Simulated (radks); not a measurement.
The numbers below are computed, except where a source is named.
Question: The mean radii <r> (bohr) of the occupied orbitals of an atom or ion are listed with their occupations. Level of theory: scalar-relativistic Kohn-Sham, SCAN, spin-polarised, spherical densities, finite nucleus; meta-GGA in the generalised Kohn-Sham scheme; Fermi nuclear charge, rms radius of each element as measured or else 0.836 A^(1/3) + 0.57 fm (a radial shooting solver on a logarithmic mesh with Libxc functionals).

| orbital | occ. | <r> |
|---|---|---|
| 1s up | 1 | 0.04861 |
| 1s down | 1 | 0.04861 |
| 2s up | 1 | 0.2176 |
| 2s down | 1 | 0.2174 |
| 2p up | 3 | 0.1908 |
| 2p down | 3 | 0.1906 |
| 3s up | 1 | 0.6399 |
| 3s down | 1 | 0.6420 |
| 3p up | 3 | 0.6608 |
| 3p down | 3 | 0.6631 |
| 3d up | 5 | 0.7165 |
| 3d down | 3 | 0.7191 |
| 4p up | 2 | 2.054 |

Name the element and its charge. Open shells, if any, are filled with parallel spins first.

Answer: Z = 31, gallium, charge +3: Ga3+ in [Ar] 3d8 4p2. The 1s radius gives Z: for a bare nucleus <r> = (2 gamma + 1)/(2Z) with gamma = sqrt(1 - (Z/c)^2), 0.04755 bohr for Z = 31, and screening makes it slightly larger (0.04861 here). The occupations add up to 28, and the charge is Z minus that.
